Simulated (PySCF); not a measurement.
Di-n-propyl ether, C₆H₁₄O.
SMILES: `CCCOCCC`

All values: wB97X-D/def2-SVPD (PySCF, non-relativistic), on one gas-phase PBE0-D3(BJ)/def2-SVP geometry that isn't relaxed in the solvent. The solvent is an IEF-PCM continuum (Bondi radii, 1.10 Å for H, scaled by 1.2), and excitations are vertical TDDFT with non-equilibrium linear response and a frozen core. Specific hydrogen bonds and non-electrostatic terms are outside this model.

Gas-phase singlets (H = HOMO, L = LUMO):

```csv
state,E (eV),λ (nm),f,leading configuration
S1,7.529,165,0.016,H→L 66%
S2,8.072,154,0.009,H→L+2 65%
S3,8.180,152,0.006,H→L+1 65%
S4,8.324,149,0.050,H→L+4 85%
S5,8.582,144,0.005,H→L+3 59%
```

Question: How does the list change in cyclohexane (ε = 2.017)?

Answer: 
```csv
state,E (eV),λ (nm),f,leading configuration,change by rank (eV)
S1,7.567,164,0.019,H→L 63%,+0.038
S2,8.096,153,0.010,H→L+2 64%,+0.024
S3,8.238,151,0.008,H→L+1 68%,+0.058
S4,8.316,149,0.076,H→L+4 57%,-0.008
S5,8.638,144,0.006,H→L+3 38%,+0.056
```

Question: How does the list change in chloroform (ε = 4.711)?

Answer: 
```tsv
state	E (eV)	λ (nm)	f	leading configuration	change by rank (eV)
S1	7.610	163	0.014	H→L 61%	+0.081
S2	8.129	153	0.011	H→L+2 60%	+0.057
S3	8.300	149	0.008	H→L+1 71%	+0.120
S4	8.331	149	0.082	H→L+3 64%	+0.007
S5	8.695	143	0.006	H→L+4 43%	+0.113
```

Question: The ground-state energy changes by -0.090 eV from gas to chloroform. By how much does the total energy of gas-phase S1 change?

Answer: E(S1) = E(S0) + excitation energy, so it changes by -0.090 + 0.081 = -0.009 eV: it is lowered less than the ground state, which is what a blue shift means. This is the vertical state, with the slow part of the continuum still set for S0.

Question: How do the frontier levels move from gas to chloroform?

Answer: 
```json
{"orbital": "LUMO+2", "gas (eV)": "3.10", "solvent (eV)": "3.12", "change (eV)": "+0.02"}
{"orbital": "LUMO+1", "gas (eV)": "2.65", "solvent (eV)": "2.77", "change (eV)": "+0.12"}
{"orbital": "LUMO", "gas (eV)": "2.43", "solvent (eV)": "2.56", "change (eV)": "+0.13"}
{"orbital": "HOMO", "gas (eV)": "-9.19", "solvent (eV)": "-9.22", "change (eV)": "-0.03"}
{"orbital": "HOMO-1", "gas (eV)": "-10.61", "solvent (eV)": "-10.61", "change (eV)": "0.00"}
{"orbital": "HOMO-2", "gas (eV)": "-11.06", "solvent (eV)": "-10.98", "change (eV)": "+0.08"}
{"orbital": "HOMO-3", "gas (eV)": "-11.35", "solvent (eV)": "-11.27", "change (eV)": "+0.08"}
```

The HOMO–LUMO gap goes from 11.62 to 11.78 eV.

Rough CPU time on one thread of a shared machine: about 70 s. This is the whole response run at wB97X-D/def2-SVPD in chloroform, SCF included.

Shape of the structure used: `[CH3:1][CH2:2][CH2:3][O:4][CH2:5][CH2:6][CH3:7]`: C1–C2–C3–O4 180°, C2–C3–O4–C5 -174°, C3–O4–C5–C6 -77°, O4–C5–C6–C7 -175°.

wB97X-D is run here without its empirical dispersion term; that term would change no orbital, density or response property at a fixed geometry.
